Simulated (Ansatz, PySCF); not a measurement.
Molecule: C3H, net charge -1, singlet state. It need not be the lowest isomer of its formula. 
Coordinates optimised at B3LYP-D3(BJ)/def2-TZVP (Ansatz, a quantum-chemistry and plane-wave program):
```xyz
4

C      0.0259     0.0114    -1.2303
C      0.0170     0.0051     0.1134
C      0.1183     0.0342     1.3865
H     -0.9666    -0.3046    -1.6171
```
Charge -1, spin multiplicity 1.

Total electronic energies in hartree. Valence correlation only, unless marked. No spin-orbit coupling. Non-relativistic unless marked X2C. CBS marks a two-point X^-3 extrapolation of the correlation energy; Hartree-Fock from the larger set. The bracket is a focal-point correction in the basis named.

The Hartree-Fock reference is unstable (checked in the largest basis), which strains HF and MP2. 

```csv
level,program,energy (Eh)
HF/aug-cc-pVQZ,Ansatz,-114.04306
HF/cc-pVQZ,Ansatz,-114.04045
RI-HF/cc-pVTZ,Ansatz,-114.03032
SVWN5/def2-TZVPD,Ansatz,-113.70867
PBE-D3(BJ)/def2-TZVPD,Ansatz + dftd3,-114.63366
TPSS-D4/def2-TZVPD,PySCF + dftd4,-114.80835
PBE0/def2-SVP,Ansatz,-114.49029
PBE0-D4/def2-TZVP,Ansatz + dftd4,-114.63017
TPSSh-D4/def2-TZVPD,PySCF + dftd4,-114.79081
TPSSh/def2-TZVPD,PySCF,-114.78776
r2SCANh-D4/def2-TZVPD,Ansatz + dftd4,-114.69991
r2SCAN0-D4/def2-TZVPD,Ansatz + dftd4,-114.68810
M06-2X/def2-TZVPD,PySCF,-114.73021
MN15/def2-TZVPD,PySCF,-114.63780
HSE06-D3(BJ)/def2-TZVPD,Ansatz + dftd3,-114.62538
HSE06/def2-TZVPD,Ansatz,-114.62409
LC-wPBE/def2-TZVPD,Ansatz,-114.67114
B2GP-PLYP-D3(BJ)/def2-TZVPD,Ansatz + dftd3,-114.65413
MP2/6-31G,Ansatz,-114.16582
MP2/cc-pVQZ,Ansatz,-114.50540
X2C-CCSD(T)/cc-pVTZ-DK,Ansatz,-114.55779
"RI-MP2/CBS(aug-cc-pVTZ,aug-cc-pVQZ)+[CCSD(T)-MP2]/aug-cc-pVDZ",Ansatz,-114.5785
"RI-MP2/CBS(aug-cc-pVTZ,aug-cc-pVQZ)+[CCSD(T)-MP2]/aug-cc-pVTZ",Ansatz,-114.5779
```

Totals of different functionals don't rank their quality; only differences between species are comparable.
